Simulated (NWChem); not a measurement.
System: CH5AlO2; SMILES C[O][AlH][OH]

Here is an NWChem input.

```
start job
memory heap 200 mb stack 900 mb global 1100 mb
geometry units angstroms noautosym nocenter noautoz
  Al    -0.499628     0.666940    -0.034475
  H     -2.069196     0.653506    -0.143030
  O      0.279485     2.172649     0.023363
  H      1.226246     2.305742     0.089218
  O      0.436501    -0.743026     0.026867
  C      0.308789    -2.123078     0.011303
  H      0.745047    -2.567936     0.923859
  H     -0.743206    -2.461961    -0.050678
  H      0.846253    -2.557954    -0.850743
end
basis spherical
  Al library def2-svp
  H library def2-svp
  O library def2-svp
  C library def2-svp
end
dft
  xc b3lyp
  iterations 150
end
property
  response 1 0.0773
end
task dft property
```

NWChem printed, in part:

```
             Northwest Computational Chemistry Package (NWChem) 7.3.0
             --------------------------------------------------------

                             Geometry "geometry" -> ""
                             -------------------------

 Output coordinates in angstroms (scale by  1.889725989 to convert to a.u.)

  No.       Tag          Charge          X              Y              Z
 ---- ---------------- ---------- -------------- -------------- --------------
    1 Al                  13.0000    -0.49962800     0.66694000    -0.03447500
    2 H                    1.0000    -2.06919600     0.65350600    -0.14303000
    3 O                    8.0000     0.27948500     2.17264900     0.02336300
    4 H                    1.0000     1.22624600     2.30574200     0.08921800
    5 O                    8.0000     0.43650100    -0.74302600     0.02686700
    6 C                    6.0000     0.30878900    -2.12307800     0.01130300
    7 H                    1.0000     0.74504700    -2.56793600     0.92385900
    8 H                    1.0000    -0.74320600    -2.46196100    -0.05067800
    9 H                    1.0000     0.84625300    -2.55795400    -0.85074300

 Effective nuclear repulsion energy (a.u.)     157.7277960421

                              NWChem Property Module
                              ----------------------

                                 NWChem DFT Module
                                 -----------------

 Summary of "ao basis" -> "ao basis" (spherical)
 ------------------------------------------------------------------------------
       Tag                 Description            Shells   Functions and Types
 ---------------- ------------------------------  ------  ---------------------
 Al                         def2-svp                 8       18   4s3p1d
 H                          def2-svp                 3        5   2s1p
 O                          def2-svp                 6       14   3s2p1d
 C                          def2-svp                 6       14   3s2p1d

            General Information
            -------------------
          SCF calculation type: DFT
          Wavefunction type:  closed shell.
          No. of atoms     :     9
          No. of electrons :    40
           Alpha electrons :    20
            Beta electrons :    20
          Charge           :     0
          Spin multiplicity:     1
          Use of symmetry is: off; symmetry adaption is: off
          Maximum number of iterations: 150
          AO basis - number of functions:    85
                     number of shells:    41
          Convergence on energy requested:  1.00D-06
          Convergence on density requested:  1.00D-05
          Convergence on gradient requested:  5.00D-04

              XC Information
              --------------
                         B3LYP Method XC Potential
                     Hartree-Fock (Exact) Exchange  0.200
                        Slater Exchange Functional  0.800 local
                    Becke 1988 Exchange Functional  0.720 non-local
              Lee-Yang-Parr Correlation Functional  0.810
                  VWN I RPA Correlation Functional  0.190 local

             Grid Information
             ----------------
          Grid used for XC integration:  medium
          Radial quadrature: Mura-Knowles
          Angular quadrature: Lebedev.
          Tag              B.-S. Rad. Rad. Pts. Rad. Cut. Ang. Pts.
          ---              ---------- --------- --------- ---------
          Al                  1.25       88          10.0       590
          H                   0.35       45          12.0       434
          O                   0.60       49          12.0       434
          C                   0.70       49          11.0       434
          Grid pruning is: on
          Number of quadrature shells:   460
          Spatial weights used:  Erf1

      Superposition of Atomic Density Guess
      -------------------------------------

 Sum of atomic energies:        -431.29493052

      Non-variational initial energy
      ------------------------------

 Total energy =    -432.587604
 1-e energy   =    -908.449138
 2-e energy   =     318.133738
 HOMO         =      -0.390270
 LUMO         =       0.000366

   convergence    iter        energy       DeltaE   RMS-Dens  Diis-err
 ---------------- ----- ----------------- --------- --------- ---------
 d= 0,ls=0.0,diis     1   -433.7721194231 -5.91D+02  1.75D-02  9.24D-01
 d= 0,ls=0.0,diis     2   -433.6407107059  1.31D-01  1.01D-02  2.43D+00
 d= 0,ls=0.0,diis     3   -433.8776112254 -2.37D-01  1.00D-03  1.52D-02
 d= 0,ls=0.0,diis     4   -433.8788572024 -1.25D-03  3.92D-04  2.32D-03
 d= 0,ls=0.0,diis     5   -433.8791138753 -2.57D-04  9.55D-05  2.02D-04
  Resetting Diis
 d= 0,ls=0.0,diis     6   -433.8791340635 -2.02D-05  3.25D-05  1.85D-05
 d= 0,ls=0.0,diis     7   -433.8791358121 -1.75D-06  1.83D-05  9.51D-07
 d= 0,ls=0.0,diis     8   -433.8791356459  1.66D-07  1.11D-05  2.66D-06
 d= 0,ls=0.0,diis     9   -433.8791359151 -2.69D-07  1.10D-06  2.27D-08

         Total DFT energy =     -433.879135915079
      One electron energy =     -912.808776067884
           Coulomb energy =      364.451155407400
    Exchange-Corr. energy =      -43.249311296706
 Nuclear repulsion energy =      157.727796042111

 Numeric. integr. density =       40.000009404976

[...]

 DFT Linear Response polarizability / au
 Frequency  =       0.0773000 / au
 Wavelength =     589.4353558 / nm
              X              Y              Z
 -----------------------------------------------
 X      39.2533400     -1.5002575      0.5062484
 Y      -1.5002515     48.4925488     -0.0423626
 Z       0.5062495     -0.0423659     31.8480408
 -----------------------------------------------
 Eigenvalues =      39.0496311     48.7309229     31.8133756
 Isotropic   =      39.8646432
 Anisotropic =      14.7019422
 -----------------------------------------------

 Magnetic Dipole Response Matrix (nonzero elements):
```

Level: B3LYP/def2-SVP. Geometry: optimised at PBE0/def2-SVP. B3LYP is NWChem's, with the RPA form of VWN correlation.
